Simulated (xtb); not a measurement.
C₅H₄N (SMILES [c]1cccnc1), doublet, from a rough starting geometry; GFN2-xTB run with xtb.

Here is a job for xtb.
```
$ xtb mol.xyz --gfn 2 --uhf 1 --opt vtight --json

# file mol.xyz
10

N     -0.01697439    -0.17643868     1.50865013
C      0.01828819    -0.16064125    -1.28569449
C      0.02959443     0.90608049     0.78816508
C      0.03383998    -1.31544267     0.83625965
C     -0.03343448    -1.37988025    -0.59286830
C      0.01309114     0.96240447    -0.56384261
H      0.04405881    -0.23632995    -2.40470200
H     -0.03448091     1.88624653     1.36632335
H     -0.00855015    -2.29771431     1.37503646
H      0.04194138     1.95790351    -1.11432269
```

The log (banner, timings and long lists left out):

```
   ID    Z sym.   atoms
    1    7 N      1
    2    6 C      2-6
    3    1 H      7-10

           -------------------------------------------------
          |                Calculation Setup                |
           -------------------------------------------------

           -------------------------------------------------
          |                 G F N 2 - x T B                 |
           -------------------------------------------------

          ...................................................
          :                      SETUP                      :
          :.................................................:
          :  # basis functions                  28          :
          :  # atomic orbitals                  28          :
          :  # shells                           16          :
          :  # electrons                        29          :
          :  max. iterations                   250          :
          :  Hamiltonian                  GFN2-xTB          :
          :  restarted?                      false          :
          :  GBSA solvation                  false          :
          :  PC potential                    false          :
          :  electronic temp.          300.0000000     K    :
          :  accuracy                    1.0000000          :
          :  -> integral cutoff          0.2500000E+02      :
          :  -> integral neglect         0.1000000E-07      :
          :  -> SCF convergence          0.1000000E-05 Eh   :
          :  -> wf. convergence          0.1000000E-03 e    :
          :  Broyden damping             0.4000000          :
          :  net charge                          0          :
          :  unpaired electrons                  1          :
          ...................................................

 iter      E             dE          RMSdq      gap      omega  full diag
   1    -15.7491256 -0.157491E+02  0.530E+00    2.85       0.0  T
   2    -15.7541402 -0.501458E-02  0.371E+00    1.91       1.0  T
   3    -15.6676055  0.865347E-01  0.300E+00    2.95       1.0  T
   4    -15.7674870 -0.998814E-01  0.125E+00    2.04       1.0  T
   5    -15.7858286 -0.183416E-01  0.432E-01    2.37       1.0  T
   6    -15.7870938 -0.126520E-02  0.211E-01    2.42       1.0  T
   7    -15.7872389 -0.145094E-03  0.924E-02    2.43       1.0  T
   8    -15.7873116 -0.726774E-04  0.238E-02    2.44       1.3  T
   9    -15.7873152 -0.367551E-05  0.837E-03    2.45       3.8  T
  10    -15.7873151  0.114284E-06  0.700E-03    2.45       4.5  T
  11    -15.7873154 -0.316222E-06  0.110E-03    2.45      28.7  T
  12    -15.7873154 -0.177135E-08  0.703E-04    2.45      45.0  T
  13    -15.7873154 -0.239405E-08  0.457E-04    2.45      69.2  T

   *** convergence criteria satisfied after 13 iterations ***

         :::::::::::::::::::::::::::::::::::::::::::::::::::::
         ::                     SUMMARY                     ::
         :::::::::::::::::::::::::::::::::::::::::::::::::::::
         :: total energy             -15.528628533832 Eh    ::
         :: gradient norm              0.162309749462 Eh/a0 ::
         :: HOMO-LUMO gap              2.446674735321 eV    ::
         ::.................................................::
         :: SCC energy               -15.787312446393 Eh    ::
         :: -> isotropic ES            0.003971685548 Eh    ::
         :: -> anisotropic ES          0.001710617372 Eh    ::
         :: -> anisotropic XC          0.014150739331 Eh    ::
         :: -> dispersion             -0.006648448841 Eh    ::
         :: repulsion energy           0.258683912561 Eh    ::
         :: add. restraining           0.000000000000 Eh    ::
         :: total charge               0.000000000000 e     ::
         :::::::::::::::::::::::::::::::::::::::::::::::::::::

      -----------------------------------------------------------
     |                   =====================                   |
[...]
 * total energy  :   -15.5286285 Eh     change       -0.1731632E-08 Eh
 * total energy  :   -15.5436776 Eh     change       -0.1504907E-01 Eh
 * total energy  :   -15.5460685 Eh     change       -0.2390863E-02 Eh
 * total energy  :   -15.5466012 Eh     change       -0.5327323E-03 Eh
 * total energy  :   -15.5466637 Eh     change       -0.6252017E-04 Eh
 * total energy  :   -15.5466763 Eh     change       -0.1255537E-04 Eh
 * total energy  :   -15.5466780 Eh     change       -0.1728884E-05 Eh
 * total energy  :   -15.5466786 Eh     change       -0.5610792E-06 Eh
 * total energy  :   -15.5466786 Eh     change       -0.3585496E-07 Eh
   *** GEOMETRY OPTIMIZATION CONVERGED AFTER 9 ITERATIONS ***
         :: total energy             -15.546678602193 Eh    ::
[...]
        17                         -0.2352594              -6.4017
        18                         -0.1092596              -2.9731
        19                          0.1130960               3.0775
        20                          0.1368393               3.7236
        21                          0.1668540               4.5403
        22                          0.1755495               4.7769
        23                          0.2986810               8.1275
        24                          0.3590511               9.7703
        25                          0.4155262              11.3070
        26                          0.4549962              12.3811
       ...                                ...                  ...
        28                          0.6297167              17.1355
      -------------------------------------------------------------
                  HL-Gap            0.0740218 Eh            2.0142 eV
             Fermi-level           -0.3269736 Eh           -8.8974 eV

     #   Z          covCN         q      C6AA      α(0)
     1   7 N        1.847    -0.183    25.767     7.523
     2   6 C        2.929    -0.001    28.051     8.686
     3   6 C        2.899     0.053    26.817     8.491
     4   6 C        2.891     0.068    26.467     8.435
     5   6 C        2.004    -0.089    33.472     9.343
     6   6 C        2.919    -0.034    28.852     8.808
     7   1 H        0.926     0.048     2.342     2.393
     8   1 H        0.925     0.048     2.340     2.392
     9   1 H        0.926     0.051     2.312     2.378
    10   1 H        0.926     0.038     2.475     2.460

 Mol. C6AA /au·bohr⁶  :       1442.549397
 Mol. C8AA /au·bohr⁸  :      35768.291729
 Mol. α(0) /au        :         60.908579

Wiberg/Mayer (AO) data.
largest (>0.10) Wiberg bond orders for each atom

 ---------------------------------------------------------------------------
     #   Z sym  total        # sym  WBO       # sym  WBO       # sym  WBO
 ---------------------------------------------------------------------------
     1   7 N    3.186 --     3 C    1.449     4 C    1.392     5 C    0.180
                             2 C    0.110
     2   6 C    3.989 --     5 C    1.487     6 C    1.395     7 H    0.955
                             1 N    0.110
     3   6 C    3.983 --     1 N    1.449     6 C    1.426     8 H    0.952
                             5 C    0.118
     4   6 C    3.974 --     5 C    1.451     1 N    1.392     9 H    0.960
                             6 C    0.118
     5   6 C    3.334 --     2 C    1.487     4 C    1.451     1 N    0.180
                             3 C    0.118
     6   6 C    3.985 --     3 C    1.426     2 C    1.395    10 H    0.968
                             4 C    0.118
     7   1 H    0.997 --     2 C    0.955
     8   1 H    0.997 --     3 C    0.952
     9   1 H    0.997 --     4 C    0.960
    10   1 H    0.999 --     6 C    0.968
 ---------------------------------------------------------------------------

Topologies differ in total number of bonds
Writing topology from bond orders to xtbtopo.mol

molecular dipole:
                 x           y           z       tot (Debye)
 q only:        0.003       0.223      -0.216
   full:        0.006       0.482      -0.466       1.704
molecular quadrupole (traceless):
                xx          xy          yy          xz          yz          zz
 q only:       -1.247       0.019       1.609      -0.017      -0.685      -0.362
  q+dip:       -3.104       0.044       2.756      -0.056      -1.747       0.347
   full:       -0.514       0.032       1.820      -0.005      -1.308      -1.306

optimized geometry written to: xtbopt.xyz

           -------------------------------------------------
          | TOTAL ENERGY              -15.546678602193 Eh   |
          | GRADIENT NORM               0.000077942891 Eh/α |
          | HOMO-LUMO GAP               2.014235354967 eV   |
           -------------------------------------------------
```
